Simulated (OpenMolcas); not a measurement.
An OpenMolcas run meant for Tb3+ (ANO-RCC-VDZP, DKH2; inactive shells 1s 2s 2p 3s 3p 3d 4s 4p 4d 5s 5p; intended active space 8 electrons in 7 orbitals (4f)). One step of its input:

```
&RASSCF
FileOrb=start.orb
Symmetry=1
Spin=7
nActEl=8 0 0
Inactive=15 12
Ras2=0 7
CIRoot=10 10 1
SDav=7
CIMx=300
Iter=55 100
PrWF=0.3
OrbListing=Nothing
MaxOrb=0
Atom
>>> COPY $Project.JobIph JOB001
```

Lines from the output:

```
...
      Number of secondary orbitals              34
      Spin quantum number                      3.0
      State symmetry                             1
Orbital specifications:
      -----------------------

      Symmetry species                           1   2
                                                ag  au
      Frozen orbitals                            0   0
      Inactive orbitals                         15  12
      Active orbitals                            0   7
      RAS1 orbitals                              0   0
      RAS2 orbitals                              0   7
      RAS3 orbitals                              0   0
      Secondary orbitals                        21  13
      Deleted orbitals                           0   0
      Number of basis functions                 36  32
      Number of CSFs                             7
      Number of root(s) required                10
 ************ ERROR ***********
  You can't ask for more roots
  than there are configurations
 ******************************
--- Stop Module: rasscf at  /rc=_RC_INPUT_ERROR_ ---
.####################.
.# User input error #.
.####################.
```

Problem. What is wrong with the input?

Solution. CIRoot asks for more roots than the active space has configuration state functions.
